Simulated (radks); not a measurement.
Q: All-electron atom: Pd in [Kr] 4d7 5s2 5p1 (not the ground configuration). Method: non-relativistic Kohn-Sham, LDA (Slater exchange, Perdew-Wang correlation), spin-unpolarised, spherical densities, point nucleus; relativity is left out, which matters for an element this heavy; computed with a radial shooting solver on a logarithmic mesh with Libxc functionals. Some entries of the table are withheld. Estimate them.

orbital,occ.,eigenvalue (hartree),<1/r> (bohr^-1)
1s,2,-860.6658,45.44
2s,2,-123.6593,10.32
2p,6,-114.9606,10.32
3s,2,(1),3.651
3p,6,(2),3.570
3d,10,-12.67955,3.416
4s,2,(3),1.417
4p,6,(4),(5)
4d,7,(6),0.9988
5s,2,-0.27024,0.4445
5p,1,-0.10096,0.3311

A: 
(1) 3s eigenvalue (hartree): -22.60558
(2) 3p eigenvalue (hartree): -19.12566
(3) 4s eigenvalue (hartree): -3.39236
(4) 4p eigenvalue (hartree): -2.30373
(5) 4p <1/r> (bohr^-1): 1.305
(6) 4d eigenvalue (hartree): -0.57180
